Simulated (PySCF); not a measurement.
**[TcO3]-, singlet: molecular constants**

Level of theory: PBE0/[Tc def2-SVPD with ECP28, O def2-SVPD], scalar-relativistic core potentials, density fitting, no spin–orbit coupling, PySCF.

The structure is a minimum.

| Property | Result |
| --- | --- |
| Point group | D3h |
| Bond lengths | Tc–O 1.704 Å (×3) |
| Bond angles | O–Tc–O 120.0° (×3) |
| Principal polarisabilities | 52.7, 60.2, 60.2 bohr³ |
| Heat capacity Cp at 298.15 K | 60.6 J/(mol K) |
| Rotational symmetry number | 6 |
| Rotational constants | 0.2419, 0.2419, 0.121 cm⁻¹ |
| Lowest empty level | 2.68 eV |
| Zero-point energy | 21.5 kJ/mol |
| Entropy at 298.15 K and 1 bar | 287.5 J/(mol K) |
| Enthalpy at 298.15 K above 0 K | 14.30 kJ/mol |
| Highest occupied level | -1.29 eV |
| Principal quadrupole moments (Buckingham, traceless) about the centre of mass | -4.55, -4.55, 9.10 D Å |
| Dipole moment about the centre of mass | 0.00 D |

Harmonic modes (masses in u: Tc 98.907, O 15.995):
```
symmetry  ω (cm⁻¹)  IR (km/mol, summed over degenerate members)  μ (u)
    a2''       101                                          2.6  22.03
      e'       313                                          2.4  17.63
      e'       951                                          640  19.53
     a1'       968                                          0.0  15.99
```

In D3h the vibrations span a2'' + 2e' + a1'. The a1' mode carries no infrared intensity, as symmetry demands.

Charges (e); Mulliken and Löwdin values are unreliable with diffuse functions:
```json
{"atom": "Tc1", "Mulliken": "1.86", "Löwdin": "0.95", "polar tensor": "1.27", "Mayer order to Tc1": "–"}
{"atom": "O2,3,4", "Mulliken": "-0.95", "Löwdin": "-0.65", "polar tensor": "-0.76", "Mayer order to Tc1": "1.25"}
```

Mulliken populations on Tc1 (electrons outside its core potential): s 2.61, p 5.81, d 4.64, f 0.07.

Formally Tc is in oxidation state +5, d2, with 0 unpaired electrons (the high-spin count would be 2). The polar-tensor charge on Tc, 1.27, is far below the formal one.

This need not be the most stable arrangement of these atoms. The lowest empty level of this anion is unbound, so it and the gap depend on the basis.

The final relaxation and frequency run took 67 s on 2 threads of a shared Intel Xeon @ 2.50GHz (Skylake/Cascade Lake) host, with 103 basis functions and 8 gradients; the process peaked at 1.1 GiB.
